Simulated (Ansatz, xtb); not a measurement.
# Two isomers of C5H6OSi

We compare X, `C#CC1=CC[SiH2]O1`, a singlet, with Y, `O=C1C=CC=C[SiH2]1`, a singlet. Both are isolated molecules in the gas phase, relaxed with B3LYP-D3(BJ)/def2-SVP; the shapes shown needn't be the lowest conformers.

X (Å):

```tsv
atom	x (Å)	y (Å)	z (Å)
C	-2.4703	0.1328	0.7408
C	-1.3432	0.5537	0.5848
C	-0.0173	1.0487	0.4011
C	0.5580	2.0520	1.1043
C	1.9811	2.3981	0.7238
O	0.7236	0.4337	-0.5855
Si	2.2781	1.1428	-0.6742
H	-3.4679	-0.2392	0.8792
H	0.0160	2.5715	1.8956
H	2.0772	3.4470	0.3916
H	2.6779	2.2745	1.5717
H	2.4931	1.7268	-2.0249
H	3.3202	0.1169	-0.4039
```

Y (Å):

| atom | x (Å) | y (Å) | z (Å) |
| --- | --- | --- | --- |
| C | 0.3920 | 0.0011 | -0.3865 |
| C | -0.1635 | 0.1543 | 0.9740 |
| C | -0.0070 | 1.2608 | 1.7440 |
| C | 0.7140 | 2.4988 | 1.4192 |
| C | 1.3699 | 2.7695 | 0.2677 |
| O | 0.2188 | -1.0194 | -1.0366 |
| Si | 1.4075 | 1.4871 | -1.0963 |
| H | -0.7325 | -0.7034 | 1.3492 |
| H | -0.4702 | 1.2468 | 2.7361 |
| H | 0.6964 | 3.2544 | 2.2137 |
| H | 1.8622 | 3.7443 | 0.1756 |
| H | 2.7970 | 1.0463 | -1.4081 |
| H | 0.7682 | 1.9850 | -2.3475 |

Task: Estimate E(Y) − E(X) at the level CCSD(T)/def2-SVP + ΔMP2/def2-TZVPP.

Result: Calculated at CCSD(T)/def2-SVP + ΔMP2/def2-TZVPP: E(Y) − E(X) = −8.4 kJ/mol, so structure Y lies lower.

The same difference at several levels:

```tsv
level	geometry	E(Y) − E(X) (kJ/mol)	departure from the last row (kJ/mol)	job, with rough time for the two
GFN2-xTB	GFN2-xTB	+92.9	+101.4	optimisation, 0.12 s
HF/STO-3G	GFN2-xTB	−21.7	−13.3	single point, 0.32 s
r2SCAN-D4/def2-SVP	GFN2-xTB	−50.2	−41.8	single point, 3.4 s
B3LYP-D3(BJ)/def2-SVP	B3LYP-D3(BJ)/def2-SVP	−43.6	−35.1	optimisation, 30 s
HF/def2-SVP	B3LYP-D3(BJ)/def2-SVP	−25.1	−16.7	part of the CCSD(T) run
MP2/def2-SVP	B3LYP-D3(BJ)/def2-SVP	−10.7	−2.3	part of the CCSD(T) run
CCSD(T)/def2-SVP	B3LYP-D3(BJ)/def2-SVP	−29.0	−20.6	single point
CCSD(T)/def2-SVP + ΔMP2/def2-TZVPP	B3LYP-D3(BJ)/def2-SVP	−8.4		single point, 49 s
```

As drawn, Y has 1 C=O, 1 C=C, 1 C–Si in place of 1 C≡C, 1 O–Si, 1 C–O. Structure X has a 5-membered ring, Y a 6-membered ring.

GFN2-xTB puts the two in the other order. The largest departure from CCSD(T)/def2-SVP + ΔMP2/def2-TZVPP is that of GFN2-xTB, 101.4 kJ/mol. The last row adds to CCSD(T) the change of the MP2 difference between the two basis sets, here +20.6 kJ/mol, a large step that makes the value less sure.

With thermal terms from frequencies at re-optimised GFN2-xTB minima (ideal gas, soft modes damped towards free rotors, one conformer each, 298.15 K, 1 atm): on the last row, ΔE + ΔZPE = −6.4, ΔH = −7.3, ΔG = −5.6 kJ/mol.

The correlated steps freeze 11 core orbitals. Codes used: Ansatz 0.2.0, xtb 6.7.1; the last row on 4 threads of Arm Neoverse V2 on a shared host.
